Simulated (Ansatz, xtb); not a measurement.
## H8N2SSi2: which of two isomers lies lower

We compare a, `N[SiH2]N[SiH2]S`, a singlet, with b, `N[Si@@H](S)N[SiH3]`, a singlet. Both are isolated molecules in the gas phase, relaxed with B3LYP-D3(BJ)/def2-SVP; each stands in its lowest conformer found.

Quicker runs give these differences E(b) − E(a): GFN2-xTB +7.84 kJ/mol; HF/STO-3G −10.74 kJ/mol (at GFN2-xTB geometries); r2SCAN-D4/def2-SVP −15.31 kJ/mol (at GFN2-xTB geometries).

Question: Estimate which is lower in electronic energy at CCSD(T)/def2-SVP + ΔMP2/def2-TZVPP, and by roughly how much.

Answer: Too close to call at this level: CCSD(T)/def2-SVP + ΔMP2/def2-TZVPP gives E(b) − E(a) = −3.45 kJ/mol.

The same difference at several levels:

```csv
level,geometry,E(b) − E(a) (kJ/mol),departure from the last row (kJ/mol),"job, with rough time for the two"
GFN2-xTB,GFN2-xTB,+7.84,+11.30,"optimisation, 0.29 s"
HF/STO-3G,GFN2-xTB,−10.74,−7.29,"single point, 0.36 s"
r2SCAN-D4/def2-SVP,GFN2-xTB,−15.31,−11.86,"single point, 2.7 s"
B3LYP-D3(BJ)/def2-SVP,B3LYP-D3(BJ)/def2-SVP,−4.91,−1.46,"optimisation, 74 s"
HF/def2-SVP,B3LYP-D3(BJ)/def2-SVP,−3.25,+0.20,part of the CCSD(T) run
MP2/def2-SVP,B3LYP-D3(BJ)/def2-SVP,−5.88,−2.42,part of the CCSD(T) run
CCSD(T)/def2-SVP,B3LYP-D3(BJ)/def2-SVP,−5.47,−2.02,single point
CCSD(T)/def2-SVP + ΔMP2/def2-TZVPP,B3LYP-D3(BJ)/def2-SVP,−3.45,,"single point, 26 s"
```

As drawn, both hold the same kinds of bond in the same numbers.

The largest departure from CCSD(T)/def2-SVP + ΔMP2/def2-TZVPP is that of r2SCAN-D4/def2-SVP, 11.86 kJ/mol. The last row adds to CCSD(T) the change of the MP2 difference between the two basis sets, here +2.02 kJ/mol.

With thermal terms from frequencies at re-optimised GFN2-xTB minima (ideal gas, soft modes damped towards free rotors, one conformer each, 298.15 K, 1 atm): the zero-point term adds −1.21 kJ/mol; ΔH is −4.01 and ΔG −5.24 kJ/mol.

The correlated steps freeze 17 core orbitals. Mirror images aren't counted in ΔG. Run with Ansatz 0.2.0, xtb 6.7.1; the last row on 2 threads of Intel(R) Xeon(R) 6975P-C (Granite Rapids) on a shared host.
